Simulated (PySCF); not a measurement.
Al(GeH3)(OH)2, SMILES [OH][Al]([OH])[GeH3] (CAM-B3LYP/def2-SVP optimised geometry):

```
9

Al    -0.088    -0.494     0.000
Ge    -1.266     1.641     0.000
H     -2.108     1.827     1.276
H     -0.304     2.838    -0.084
H     -2.240     1.756    -1.187
O     -1.017    -1.910     0.003
H     -0.778    -2.838     0.012
O      1.606    -0.494     0.000
H      2.240    -1.213    -0.002
```

Computed with PySCF 2.14.0 with CAM-B3LYP/def2-TZVP.

### Question
What are the frontier orbital energies and the dipole moment?

### Answer
HOMO-2 -10.59 eV, HOMO-1 -10.57 eV, HOMO -9.32 eV, LUMO 0.41 eV, LUMO+1 0.51 eV; dipole moment 2.77 D.

On the same geometry PBE/def2-TZVP (PySCF) gives HOMO-2 -7.35 eV, HOMO-1 -7.35 eV, HOMO -6.96 eV, LUMO -1.32 eV, LUMO+1 -1.14 eV; dipole moment 2.55 D.

Meta-Löwdin charges at CAM-B3LYP/def2-TZVP: Al1 1.00, Ge2 0.01, H3 -0.05, H4 -0.05, H5 -0.05, O6 -0.78, H7 0.35, O8 -0.78, H9 0.35.
